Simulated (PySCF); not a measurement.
## Radial density of Pd (palladium, neutral)

r2SCAN, [Kr] 4d10, closed-shell 1S. Calculation: PySCF 2.14, in aug-cc-pwCVTZ-DK with one added diffuse shell each of s, p, d, f, g type (12s11p9d5f4g, 161 functions); the spin-free X2C one-electron Hamiltonian (Gaussian nucleus).

```csv
r (bohr),4πr²ρ (e/bohr)
0.0257,57.95
0.0431,49.90
0.0726,64.93
0.122,68.54
0.205,49.08
0.345,55.32
0.581,17.69
0.977,17.06
1.64,6.522
2.76,1.118
4.65,0.09561
7.82,0.002008
```

Densities and radii are taken from the X2C orbitals without a picture-change correction, which distorts them close to the nucleus.
